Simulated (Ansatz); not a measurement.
Bond stretch in BeH (cation, charge +1), singlet.

Levels of theory: RKS-CAM-B3LYP = restricted CAM-B3LYP/aug-cc-pVDZ (Ansatz, a quantum-chemistry and plane-wave program); UKS-PBE = unrestricted PBE/aug-cc-pVDZ (Ansatz); UCCSD(T) = CCSD(T) on UHF/aug-cc-pVDZ, frozen core run with Ansatz.

Total energies in hartree (comparable only within one method and basis):

```tsv
R / Å	RKS-CAM-B3LYP	UKS-PBE	UCCSD(T)
1.08	-14.89782	-14.87438	-14.85882
1.13	-14.90845	-14.88535	-14.86968
1.21	-14.91882	-14.89633	-14.88032
1.24	-14.92103	-14.89878	-14.88261
1.31	-14.92340	-14.90177	-14.88517
1.33	-14.92348	-14.90202	-14.88530
1.38	-14.92269	-14.90172	-14.88467
1.43	-14.92074	-14.90027	-14.88289
1.45	-14.91968	-14.89942	-14.88192
1.54	-14.91340	-14.89413	-14.87611
1.64	-14.90430	-14.88623	-14.86778
1.80	-14.88731	-14.87132	-14.85271
2.01	-14.86380	-14.85080	-14.83324
2.22	-14.84145	-14.83386	-14.81657
2.39	-14.82507	-14.82430	-14.80570
2.69	-14.80057	-14.81371	-14.79206
2.93	-14.78496	-14.80855	-14.78531
3.26	-14.76854	-14.80410	-14.78011
3.62	-14.75589	-14.80144	-14.77745
4.05	-14.74598	-14.80007	-14.77613
4.71	-14.73765	-14.79994	-14.77544
5.26	-14.73428	-14.80064	-14.77524
```

The restricted form behind RKS-CAM-B3LYP keeps the bonding electrons paired and can't separate into open-shell fragments. The unrestricted determinant behind UKS-PBE is spin-contaminated at 2.22 to 5.26 Å (<S²> up to 0.9, against 0.00 for a pure singlet). The unrestricted determinant behind UCCSD(T) is spin-contaminated at 1.80 to 5.26 Å (<S²> up to 1.0, against 0.00 for a pure singlet). With two correlated electrons CCSD is exact in the basis where it finds the lowest root (UCCSD(T)).
